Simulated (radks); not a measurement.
The iridium anion Ir- inside a hard spherical wall (all orbitals vanish at R), configuration held at [Xe] 4f14 5d8 6s2 and not refilled when levels cross. Calculated with a radial shooting solver on a logarithmic mesh with Libxc functionals: scalar-relativistic Kohn-Sham, PBE, spin-polarised, spherical densities, finite nucleus; open shells are filled with parallel spins first (spin-orbit coupling, left out, can overturn this in heavy ions); Fermi nuclear charge, rms radius 5.4032 fm. Eigenvalues in eV for spin up, with the zero of energy where the potential of the charges vanishes at infinity; a dash marks a level that is unbound or too diffuse for the functional's potential to be trusted. A positive occupied level is held by the wall or, in an anion where self-interaction has pushed it up, behind a barrier. The pressure on the wall is -dE/dV.

| R (bohr) | E (hartree) | kinetic (hartree) | e(4f) | e(5p) | e(6s) | e(5d) | e(7s, empty) | e(6p, empty) | pressure (GPa) |
|---|---|---|---|---|---|---|---|---|---|
| 20 | -17824.2272 | 19807.362 | -53.305 | -46.400 | 0.052 | 0.458 | 2.369 | 2.476 | < 0.0001 |
| 15 | -17824.2270 | 19807.363 | -53.268 | -46.363 | 0.081 | 0.494 | 3.180 | 3.064 | 0.000853 |
| 10 | -17824.2241 | 19807.381 | -53.013 | -46.103 | 0.292 | 0.743 | 5.727 | 4.094 | 0.0507 |
| 6 | -17824.1467 | 19807.766 | -50.746 | -43.858 | 2.277 | 2.799 | 17.686 | 7.931 | 5.06 |
| 3.5 | -17822.8074 | 19813.033 | -36.719 | -31.204 | 17.994 | 14.705 | 78.332 | 30.586 | 380 |
| 3 | -17821.2450 | 19818.767 | -27.214 | -23.282 | 31.955 | 23.177 | 122.25 | 49.286 | 1220 |
| 2.5 | -17817.2330 | 19833.286 | -10.047 | -9.300 | 62.817 | 39.649 | 207.09 | 88.433 | 4840 |
| 2 | -17804.8996 | 19876.380 | 24.488 | 20.741 | 141.51 | 77.364 | 392.99 | 181.38 | 25300 |
